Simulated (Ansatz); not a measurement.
Reaction (redistribution): `C=N[SiH2]O[SiH3]` + `[AlH2][Br]` → `[SiH3]O[SiH2]Br` + `C=[N][AlH2]`

Gas-phase electronic energies from Ansatz, PBE0-D4/def2-TZVP geometries. CCSD(T)/CBS is the MP2 limit (def2-TZVPP, def2-QZVPP) plus CCSD(T) − MP2 in def2-TZVPP, frozen cores. For Br outer-core shells are correlated without core-valence functions, which leaves a few kJ/mol of doubt a bond. Scalar relativity is left out up to krypton. Each species was taken in one conformer, which may not be the lowest.

`C=N[SiH2]O[SiH3]`:

Z-matrix (Å, degrees):
```
Si
N 1 1.727
O 1 1.637 2 113.5
H 1 1.480 2 107.0 3 119.6
H 1 1.483 2 107.0 3 -120.9
C 2 1.257 1 126.9 3 0.3
Si 3 1.634 1 147.6 2 -106.7
H 6 1.096 2 120.4 1 -180.0
H 6 1.101 2 124.1 1 -0.0
H 7 1.484 3 109.4 1 -123.4
H 7 1.487 3 110.3 1 -3.0
H 7 1.485 3 109.0 1 117.1
```

`[AlH2][Br]`:

Z-matrix (Å, degrees):
```
Al
Br 1 2.256
H 1 1.576 2 117.6
H 1 1.576 2 117.6 3 180.0
```

`[SiH3]O[SiH2]Br`:

Z-matrix (Å, degrees):
```
Si
O 1 1.645
H 1 1.485 2 109.9
H 1 1.483 2 110.0 3 -120.8
H 1 1.482 2 107.3 3 119.5
Si 2 1.619 1 145.5 3 56.4
Br 6 2.221 2 110.2 1 29.0
H 6 1.477 2 109.1 1 147.2
H 6 1.479 2 110.5 1 -89.0
```

`C=[N][AlH2]`:

```xyz
7

C     0.373   -0.314    1.415
N     0.064   -0.054    0.240
Al   -0.372    0.313   -1.413
H     1.257   -0.917    1.675
H    -0.216    0.043    2.274
H     0.229    1.631   -2.043
H    -1.335   -0.702   -2.147
```

(1) Is it downhill or uphill in electronic energy at CCSD(T)/CBS, and by how much? (An estimate is asked.)

(2) What do these levels give: HF/def2-SVP, CCSD(T)/def2-SVP, SCS-MP2/def2-TZVPP, SCS-MP2/def2-QZVPP, HF/CBS(def2), MP2/CBS(def2)? (An estimate is asked.)

Largest T1 diagnostic among the species: 0.015.

## Answers

(1) Computed: Uphill: ΔE = +8.5 kcal/mol.

(2) The calculation gave: HF/def2-SVP 10.0, CCSD(T)/def2-SVP 8.1, SCS-MP2/def2-TZVPP 8.5, SCS-MP2/def2-QZVPP 8.4, HF/CBS(def2) 10.7, MP2/CBS(def2) 8.1 kcal/mol.

From r2SCAN to r2SCAN0 (25 % exact exchange), in def2-TZVPP and without D4, ΔE moves by +1.0 kcal/mol. Leaving LDA and LC-ωPBE aside and taking each functional with its dispersion term where it has one, the values, not all of them listed here, spread over 2.6 kcal/mol, from BLYP-D4 to PBE-QIDH.
